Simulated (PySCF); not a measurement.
# What a mistake does to a calculation on B2ClGeH4

Calculated results; nothing here was measured. The program is PySCF 2.14.0, an open-source quantum chemistry code, run on an isolated molecule that a program drew, which may never have been made. The molecule is B2ClGeH4 (charge 0, doublet), drawn as the SMILES string `[BH][BH][GeH2][Cl]`.

Each row is a Hartree-Fock (HF) and frozen-core CCSD(T) single point in the cc-pV(D+d)Z basis, meant for a local HF minimum. Run 1 is clean. Each other run has one planted mistake out of seven kinds, and not every kind appears here: one electron removed, one electron added, multiplicity raised by two, geometry at a saddle point, minimal basis STO-3G, one bond length entered in bohr, all coordinates scaled. The reference is restricted for singlets and unrestricted otherwise, and also for a bond in bohr. Adding or removing an electron swaps singlet and doublet. Electrons count all cores. HOMO and LUMO are orbital energies over both spins, the gradient is its largest component, and the lowest frequency (negative if imaginary) is given only where the gradient is small. Bond lengths are over the 7 bonds as drawn. T1 is the CCSD diagnostic: over 0.02 (restricted) or 0.045 (unrestricted) a single reference is doubtful. Germanium has the cc-pVDZ-PP basis, with a core potential (ECP10MDF) in place of its 10 inner electrons, and its 3s, 3p and 3d shells are frozen in CCSD(T).

Geometry of the clean run:
```xyz
8
B2ClGeH4, angstrom
B    -0.8116   -1.6202   -4.1926
B    -0.6129   -0.9051   -2.7969
Ge    0.7646   -1.6748   -1.4390
Cl   -0.3585   -2.2370    0.3642
H    -0.9277   -2.1930   -5.2194
H    -1.2186    0.0735   -2.4688
H     1.7982   -0.6505   -0.9697
H     1.4877   -2.9560   -1.8601
```

```
run  electrons  basis functions  <S^2>  HOMO (eV)  LUMO (eV)  gradient (hartree/bohr)  lowest frequency (cm^-1)  mean bond (Å)  longest bond (Å)      T1  HF (hartree)  CCSD(T) (hartree)               mistake
  1         63               94  0.757      -9.37       0.38                  1.0e-05                        43         1.6139             2.197  0.0171    -804.54097         -804.98156              no fault
  2         62               94  0.000     -15.65      -7.23                  4.8e-02                         -         1.6139             2.197  0.0199    -804.23702         -804.66130  one electron removed
  3         63               94  1.253      -8.31       0.74                  2.1e-02                         -         1.8149             2.987  0.0655    -804.38796         -804.81201                     ?
  4         63               94  0.758      -9.27       0.31                  2.5e-02                         -         1.6962             2.310  0.0184    -804.52522         -804.96957                     ?
```

**Which mistake was planted in run 3, and what did it cost?**

The mean bond changes by a factor of 1.125 and the longest by 1.360, so the molecule wasn't scaled as a whole. A length L in bohr read as angstrom grows by (1/0.5292 - 1) L = 0.890 L. The 7 bonds together grew by 7 x 0.2010 = 1.407 Å, which gives L = 1.581 Å. That is bond B1-B2, 1.581 Å in the clean geometry. So the mistake is: one bond length entered in bohr. Subtracting run 1 and multiplying by 627.51 kcal/mol a hartree, the energy moved by 96.0 kcal/mol in HF and 106.4 kcal/mol in CCSD(T).

**Which mistake was planted in run 4, and what did it cost?**

The mean and the longest bond both change by the same factor, 1.051, and the gradient is no longer small. So the mistake is: all coordinates scaled. Subtracting run 1 and multiplying by 627.51 kcal/mol a hartree, the energy moved by 9.9 kcal/mol in HF and 7.5 kcal/mol in CCSD(T).

Cautions from the logs. Run 3: T1 is over the limit, so its CCSD(T) energy is less reliable.
